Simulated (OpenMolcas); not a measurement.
# Levels of Tc+ by method

```json
{
 "Program": "OpenMolcas",
 "Basis": "ANO-RCC-VQZP [8s7p5d3f2g1h]",
 "Scalar Hamiltonian": "DKH2, point nucleus",
 "Active space": "6 electrons in 6 orbitals (4d 5s)",
 "State averaging": "2S+1 = 7 even, 1 root; 2S+1 = 5 even, 30 roots kept (CI in the orbitals of an earlier block); 2S+1 = 3 even, 72 roots kept (CI in the orbitals of an earlier block); 2S+1 = 1 even, 23 roots kept (CI in the orbitals of an earlier block)",
 "Spin-orbit coupling": "state interaction with AMFI integrals over the reference wave functions, term energies averaged over their components"
}
```

Methods on the same reference wave functions:
A. CASSCF
B. SS-CASPT2, IPEA 0.25 Eh, imaginary shift 0.1 Eh (closed shells correlated: 4s 4p)
C. MS-CASPT2, IPEA 0.25 Eh, imaginary shift 0.1 Eh (closed shells correlated: 4s 4p)

Energies in cm-1 above 4d5 5s 7S3.

| Level | A | B | C |
| --- | --- | --- | --- |
| 4d5 5s 7S3 | 0.0 | 0.0 | 0.0 |
| 4d5 5s 5S2 | 17549 | 12030 | 12030 |
| 4d6 5D4 | 18013 | 5820 | 5120 |
| 4d6 5D3 | 18806 | 6640 | 6010 |
| 4d6 5D2 | 19321 | 7150 | 6570 |
| 4d6 5D1 | 19649 | 7480 | 6930 |
| 4d6 5D0 | 19811 | 7630 | 7100 |
| 4d5 5s 5G2 | 26648 | 21850 | 21850 |
| 4d5 5s 5G3 | 26704 | 21910 | 21910 |
| 4d5 5s 5G4 | 26769 | 21990 | 21990 |
| 4d5 5s 5G5 | 26825 | 22070 | 22070 |
| 4d5 5s 5G6 | 26857 | 22120 | 22120 |
| 4d5 5s 5D0 [65 %] | 33301 | 25810 | 26280 |
| 4d6 3P2 | 34037 | 19850 | 19850 |
| 4d5 5s 3G5(1) | 34170 | 23130 | 23130 |
| 4d5 5s 3G4(1) | 34228 | 23400 | 23400 |
| 4d5 5s 3G3(1) | 34688 | 23500 | 23500 |
| 4d6 3H6 | 35381 | 18830 | 18830 |
| 4d6 3P1 [64 %] | 35489 | 21510 | 21500 |
| 4d6 3H5 | 36100 | 19250 | 19250 |
| 4d6 3P0 | 36240 | 21630 | 21610 |
| 4d6 3F4 [55 %] | 36489 | 19890 | 19900 |
| 4d6 3F3 [68 %] | 36633 | 19970 | 19980 |
| 4d6 3F2 | 36770 | 20240 | 20250 |

Between B and C the level of the table that moves most is 4d6 5D4, by 710 cm-1 (lowest in C, highest in B). Moves below CASPT2's spread within the term are not significant.

From A to B the spin-free energies of the other terms of 4d5 5s shown, above 7S, scale by factors of 0.67 to 0.82.

The lowest spin-free term lies below A's lowest term by 0.446 hartree in B, 0.446 hartree in C.

CASPT2 does not keep the components of a term degenerate, so their means are used; among the terms shown or strongly mixed into the levels shown the widest spread is 360 cm-1 (4d5 5s 5G, C). Over all roots computed the reference weight is 0.87 to 0.92 in B, 0.87 to 0.92 in C; the roots of lowest weight are the least certain, and an intruder state may touch them. Terms from blocks run as CI alone lack orbitals of their own. Configurations are named by rounded mean occupations; where the s occupation lies near a half they are strongly mixed, a name can repeat and a true partner stay unpaired. A single d shell beside an s shell can misplace configurations of different d count against each other. Without dynamic correlation excited terms often stand tens of per cent too high (terms of higher spin than the ground term too low), and those without a measured partner can miss by more than the paired ones (holds for A). The CASPT2 spread within a term exceeds the gap to the next term for 4d6 1S and 4d5 5s 5D, so the order of their levels is uncertain, and so are names and mixing where such terms share a J (holds for B). Blocks of more than 70 roots (2S+1 = 3 even) ran without multistate coupling (holds for C). Levels of configurations outside the active space are missing. The table leaves out levels that lie high or whose names do not pair safely across all columns.

A share in square brackets marks a mixed level and gives the weight of the term that names it, the lowest over the columns. A number in round brackets counts repeated terms of one configuration in the order of the reference energies.
